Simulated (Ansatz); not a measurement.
The cluster Na₅⁻. The state is a quintet with charge -1. Geometry PBE0/def2-SVPD; atoms count from 1.

Cartesian coordinates in Å:
```
Na 0.519 1.561 -2.178
Na 3.818 -0.375 -1.482
Na -2.593 0.833 -0.161
Na -2.387 -1.281 3.095
Na 0.643 -0.738 0.726
```

At PBE0/def2-TZVPD a singlet of charge -1 lies 1.05 eV below the quintet, each at its own geometry. The structure comes from a short search, and lower isomers may exist.

Estimate the Mulliken populations from the PBE0/def2-TZVPD orbitals of Ansatz.


| atom | charge (e) | spin (α − β) |
| --- | --- | --- |
| Na1 | -0.21 | 0.73 |
| Na2 | -0.19 | 1.02 |
| Na3 | -0.21 | 0.73 |
| Na4 | -0.19 | 1.02 |
| Na5 | -0.21 | 0.50 |
Mulliken values and Mayer orders depend strongly on the basis. With diffuse functions, as here, like atoms can get unlike values, and bond orders can come out too low or too high.

Where does the spin sit?

Summed by element: Na 4.00, of 4 unpaired in all. Largest on single atoms: Na4 1.02, Na2 1.02, Na3 0.73.

And the Mayer bond orders between bonded heavy atoms (over 0.3)?

Na1–Na2 0.36 (3.89 Å); Na1–Na3 0.32 (3.78 Å); Na1–Na5 0.36 (3.71 Å); Na2–Na5 0.33 (3.88 Å); Na3–Na4 0.36 (3.89 Å); Na3–Na5 0.36 (3.71 Å); Na4–Na5 0.33 (3.89 Å).
